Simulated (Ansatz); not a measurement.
PBE exchange is replaced step by step with exact exchange (0 % is PBE, 25 % PBE0; no dispersion term), basis def2-TZVPD, Ansatz. System: the cluster Rb3H3⁻. The state is a doublet with charge -1. Geometry: PBE0-D4/def2-TZVPD, each spin state at its own.

The relaxed quartet has other bonds than the doublet, so its gap is one between isomers.

Geometry of the doublet:

Cartesian coordinates in Å:
```
Rb -0.539 0.601 -2.013
Rb 0.822 1.267 1.378
Rb -0.407 -3.090 1.223
H 0.460 2.743 -0.801
H -1.936 -0.284 0.723
H 1.600 -1.237 -0.510
```

In the def2 sets Rb takes a core potential; there is no spin–orbit coupling. At PBE-D4/def2-TZVPD, PBE with 5 % exact exchange/def2-TZVPD, PBE with 10 % exact exchange/def2-TZVPD, PBE with 15 % exact exchange/def2-TZVPD and others the highest occupied level of the charge -1 doublet lies above zero (up to 0.73 eV). By energy differences its removal costs 0.96 eV (vertical, to the charge 0 singlet, at PBE-D4/def2-TZVPD); a positive level beside a positive removal energy at the same level points to self-interaction error. At PBE-D4/def2-TZVPD the highest occupied level of the charge -1 quartet lies above zero (up to 0.08 eV). It is a level of α spin, whose loss leaves a triplet; that state wasn't run at this geometry and level. The electron is either unbound and held by the finite basis, or the level is raised by self-interaction error. In the quartet geometry the species has come apart into loosely held pieces. In the quartet, H5 and H6 lie 0.75 Å apart (atoms count from 1), so H2 has formed as a molecule. Another isomer (doublet) lies 0.05 eV lower at r2SCAN-D4/def2-TZVPD.

HOMO and LUMO are taken over both spins.

```json
{"exact exchange (%)": "0", "HOMO (eV)": "0.73", "LUMO (eV)": "0.95", "gap (eV)": "0.22", "⟨S²⟩": "0.750", "quartet − doublet (kJ/mol)": "-35.4"}
{"exact exchange (%)": "5", "HOMO (eV)": "0.68", "LUMO (eV)": "1.03", "gap (eV)": "0.35", "⟨S²⟩": "0.750", "quartet − doublet (kJ/mol)": "-35.8"}
{"exact exchange (%)": "10", "HOMO (eV)": "0.63", "LUMO (eV)": "1.11", "gap (eV)": "0.48", "⟨S²⟩": "0.750", "quartet − doublet (kJ/mol)": "-36.0"}
{"exact exchange (%)": "15", "HOMO (eV)": "0.57", "LUMO (eV)": "1.18", "gap (eV)": "0.62", "⟨S²⟩": "0.750", "quartet − doublet (kJ/mol)": "-36.0"}
{"exact exchange (%)": "25", "HOMO (eV)": "0.44", "LUMO (eV)": "1.32", "gap (eV)": "0.88", "⟨S²⟩": "0.750", "quartet − doublet (kJ/mol)": "-35.5"}
{"exact exchange (%)": "35", "HOMO (eV)": "0.31", "LUMO (eV)": "1.45", "gap (eV)": "1.14", "⟨S²⟩": "0.750", "quartet − doublet (kJ/mol)": "-34.4"}
{"exact exchange (%)": "50", "HOMO (eV)": "0.10", "LUMO (eV)": "1.61", "gap (eV)": "1.51", "⟨S²⟩": "0.750", "quartet − doublet (kJ/mol)": "-32.0"}
```
